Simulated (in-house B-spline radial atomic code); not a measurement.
OEP/ALDAx excitations of K II (K+)

Method: OEP/ALDAx. Computed with a B-spline radial code for spherical atoms: linear response of the closed shell [Ne] 3s2 3p6 with the adiabatic LDA exchange kernel on the exchange-only optimised effective potential; scalar-relativistic (spin-free one-electron X2C), finite nucleus, no spin-orbit coupling, no double excitations, S, P, D and F terms only. Only terms of natural parity with L up to 3 were computed.

Command:
```bash
python run_td.py task.json out
```
Settings (radii: box in bohr, nucleus in fm):
```
Z                        19
electrons                18
configuration            [Ne] 3s2 3p6
hamiltonian              x2c
method                   oep
box_radius               41.61
rms_radius               3.4349
intervals                111
```

Run time, properties included: 1.9 s on 1 thread of Arm Neoverse N1, with other jobs on the host.

The lowest states, in the order of their Tamm-Dancoff energies; the method's threshold (minus the highest occupied level) is 31.84 eV. Labels give the largest channel, * marks a mixed state, and oscillator strengths are full-response dipole values. Semilocal kernels can invert the small singlet-triplet splittings of Rydberg terms. Energies in eV:

| state | full response | Tamm-Dancoff | oscillator strength |
| --- | --- | --- | --- |
| 3p → 4s 3P | 19.690 | 19.711 | - |
| 3p → 3d 3P | 20.047 | 20.129 | - |
| 3p → 4s 1P | 20.210 | 20.221 | 0.403 |
| 3p → 3d 3F | ? | ? | - |
| 3p → 3d 1F | 22.066 | 22.083 | - |
| 3p → 4p 3S | 22.399 | 22.428 | - |
| 3p → 4p 3D | 22.839 | 22.848 | - |
| 3p → 4p 1D | 23.092 | 23.096 | - |
| 3p → 4p 1S | 24.089 | 24.201 | - |
| 3p → 3d 1P | 24.856 | 25.103 | 1.76 |
| 3p → 5s 3P | 26.401 | 26.405 | - |
| 3p → 5s 1P | 26.521 | 26.523 | 0.0854 |
| 3p → 4d 3P | 26.733 | 26.743 | - |
| 3p → 4d 3F | 26.820 | 26.828 | - |
| 3p → 4d 1F | 27.076 | 27.079 | - |
| 3p → 5p 3S | 27.310 | 27.318 | - |
| 3p → 5p 3D | 27.424 | 27.426 | - |
| 3p → 5p 1D | 27.502 | 27.503 | - |
| 3p → 5p 1S | 27.839 | 27.881 | - |
| 3p → 4d 1P | 28.042 | 28.173 | 0.667 |
| 3p → 4f 3D | ? | ? | - |
| 3p → 4f 1D | 28.277 | 28.278 | - |

Question: Where does 3p → 3d 3F lie?

Answer: At 20.570 eV in full response, 20.633 eV in Tamm-Dancoff.

Question: Where does 3p → 4f 3D lie?

Answer: At 28.257 eV in full response, 28.257 eV in Tamm-Dancoff.

Question: How large is the singlet-triplet splitting of 3p → 4s (P terms) in Tamm-Dancoff?

Answer: 0.51 eV, from the unrounded values.

Question: What polarisabilities and dispersion coefficient does the method give?

Answer: Dipole 5.528 bohr³, quadrupole 16.9 bohr⁵, C6 23.6 hartree·bohr⁶ for two such species.
